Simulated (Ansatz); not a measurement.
C2H8BClSi (`CB[SiH](C)Cl`), relaxed with RKS PBE0-D4/def2-TZVP in the Gaussian-basis code of Ansatz from a PBE-D4/def2-SVP geometry. The force threshold is 0.005 eV/Å; the program also tests the step.

Charge 0, multiplicity 1.

Start:

```xyz
13

C     1.041   -1.325    1.136
B     1.319    0.063    0.476
Si    0.046    0.733   -0.961
C    -1.741    0.900   -0.370
Cl    0.116   -0.794   -2.428
H     1.034   -2.084    0.317
H     0.003   -1.374    1.537
H     1.751   -1.650    1.921
H     2.304    0.720    0.774
H     0.456    2.002   -1.660
H    -1.827    1.713    0.382
H    -2.411    1.142   -1.219
H    -2.090   -0.045    0.094
```

(1) By how much does the energy fall, and how many steps does the optimiser take? (Estimate.)

(2) Which bonds change most? (An estimate is asked.)

(3) Give the relaxed structure. (An estimate is asked.)

## Answers

(1) Ansatz gave: 0.12 eV, in 32 steps, 2 of them rejected.

(2) Ansatz gave: Si3–Cl5 from 2.118 to 2.081 Å; C1–H7 from 1.114 to 1.091 Å; Si3–C4 from 1.890 to 1.870 Å; B2–H9 from 1.221 to 1.203 Å.

(3) Ansatz gave: 
```xyz
13

C     1.380   -1.527    0.978
B     0.928   -0.077    0.692
Si   -0.186    0.462   -0.899
C    -1.773    1.323   -0.414
Cl   -0.681   -1.206   -2.040
H     2.361   -1.579    0.469
H     0.771   -2.309    0.522
H     1.583   -1.753    2.027
H     1.303    0.811    1.411
H     0.602    1.350   -1.802
H    -1.548    2.235    0.144
H    -2.348    1.592   -1.302
H    -2.393    0.678    0.213
```
